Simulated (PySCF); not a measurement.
This PySCF input asks for the NMR shieldings of `InChI=1S/C7H17B/c1-7(2)5-6-8(3)4/h7H,5-6H2,1-4H3`; the geometry comes from GFN2-xTB.

```python
import basis_set_exchange as bse
import numpy as np
from pyscf import gto, dft
from pyscf.prop import nmr

atoms = """
C     2.048118    1.390754    0.845686
B     1.729731    0.010506    0.153317
C     2.379139   -1.309420    0.725921
C     0.804860   -0.069331   -1.134910
C    -0.567938    0.602349   -0.972790
C    -1.365580    0.058800    0.217583
C    -2.623920    0.897339    0.435736
C    -1.751772   -1.404984    0.022115
H     1.528690    2.246333    0.422374
H     3.117593    1.593085    0.781502
H     1.821242    1.357906    1.910752
H     2.920493   -1.850783   -0.049308
H     3.061732   -1.148797    1.557185
H     1.600972   -1.990738    1.070334
H     1.319963    0.447619   -1.951676
H     0.657049   -1.095322   -1.476501
H    -1.154813    0.470289   -1.886219
H    -0.423027    1.675098   -0.827959
H    -0.733678    0.136584    1.109759
H    -2.370641    1.943476    0.592824
H    -3.172884    0.544336    1.306131
H    -3.278521    0.830132   -0.431173
H    -0.869942   -2.033260   -0.062427
H    -2.348310   -1.521312   -0.880724
H    -2.339490   -1.756513    0.867683
"""
names = dict.fromkeys(["C", "B", "H"], "pcSseg-1")
basis = {el: gto.basis.parse(bse.get_basis(n, elements=[el], fmt="nwchem")) for el, n in names.items()}
mol = gto.M(atom=atoms, basis=basis, charge=0, verbose=0)
mf = dft.RKS(mol, xc="PBE0")
mf.grids.level = 2
mf.grids.alignment = dft.numint.BLKSIZE   # the property module wants whole blocks of grid points
mf.conv_tol = 1e-9
mf.kernel()

calc = nmr.RKS(mf)   # GIAO
C = mf.mo_coeff
Co = C[:, mf.mo_occ > 0]
resp = mf.gen_response(singlet=True, hermi=2)
def vind(x):   # induced exchange potential for any number of trial vectors
    d = np.einsum("pi,xij,qj->xpq", C, 2 * x.reshape(-1, C.shape[1], Co.shape[1]), Co, optimize=True)
    return np.einsum("xpq,pi,qj->xij", resp(d - d.transpose(0, 2, 1)), C, Co, optimize=True).ravel()
mo1, _ = nmr.rhf.solve_mo1(calc, with_cphf=vind)
sigma = calc.kernel(mo1)
for i, s in enumerate(sigma):   # ppm
    print("%2d %-2s %9.2f" % (i, mol.atom_pure_symbol(i), np.trace(s) / 3))
```

Question: What does it print?

Answer: 
```
 0 C     173.95
 1 B       8.40
 2 C     169.27
 3 C     156.63
 4 C     148.09
 5 C     151.35
 6 C     159.58
 7 C     165.05
 8 H      30.44
 9 H      31.00
10 H      30.87
11 H      30.81
12 H      30.71
13 H      30.89
14 H      30.65
15 H      29.86
16 H      30.50
17 H      29.66
18 H      31.16
19 H      30.65
20 H      30.70
21 H      31.01
22 H      30.25
23 H      31.35
24 H      30.82
```

These numbers come from an equivalent density-fitted implementation of the same equations, which agrees with the script to about 0.01 ppm for H and up to a few tenths of a ppm for heavy atoms, so last digits may differ.

Size and cost of the density-fitted run: 221 basis functions, about 110 core-seconds.
